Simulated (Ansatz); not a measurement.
`[OH][GeH]([OH])[F]` + `[SiH3]`• → `[OH][Ge]([OH])[F]`• + SiH₄  (hydrogen abstraction from a Ge–H bond)

Calculated with Ansatz (gas phase, PBE0-D4/def2-TZVP geometries, no zero-point term in ΔE). CCSD(T)/CBS adds triple-zeta CCSD(T) − MP2 to the extrapolated MP2 energy (def2 sets, frozen cores). This one scheme is used for every species. DFT in def2-TZVPP. HSE06 is defined as in plane-wave codes. No spin–orbit coupling; open shells (•) take unrestricted orbitals. For Ge outer-core shells are correlated without core-valence functions, which leaves a few kJ/mol of doubt a bond. Scalar relativity is left out up to krypton. One conformer a species, not always the lowest.

(1) Is it downhill or uphill in electronic energy at CCSD(T)/CBS, and by how much? (Estimate.)

(2) What do these levels give: revPBE-D4, BLYP-D4, B2PLYP, r2SCAN, PBE0, r2SCANh, HSE06, BHLYP, HF/def2-TZVPP, CCSD(T)/def2-TZVPP, MP2/def2-QZVPP, SCS-MP2/def2-QZVPP? (Best estimate.)

(3) What do rigid-rotor, harmonic-oscillator terms from PBE0-D4/def2-TZVP frequencies (298.15 K, 1 bar) make of the CCSD(T)/CBS value? (An estimate is asked.)

Largest T1 diagnostic among the species: 0.015.

Answers

(1) Ansatz gave: Downhill: ΔE = -0.16 eV.

(2) The calculation gave: revPBE-D4 -0.39, BLYP-D4 -0.49, B2PLYP -0.30, r2SCAN -0.29, PBE0 -0.26, r2SCANh -0.25, HSE06 -0.26, BHLYP -0.25, HF/def2-TZVPP -0.08, CCSD(T)/def2-TZVPP -0.16, MP2/def2-QZVPP -0.16, SCS-MP2/def2-QZVPP -0.18 eV.

(3) The calculation gave: ΔZPE = +0.02 eV, ΔH = -0.14 eV, ΔS = 4 J/(mol·K), ΔG = -0.15 eV. Open shells count their whole term as degenerate. Modes under 50 cm⁻¹ make the entropy rough.

From r2SCAN to r2SCAN0 (25 % exact exchange), in def2-TZVPP and without D4, ΔE moves by +0.08 eV. At CCSD(T), def2-SVP lies +0.09 eV from the extrapolated value and def2-TZVPP +0.00 eV.
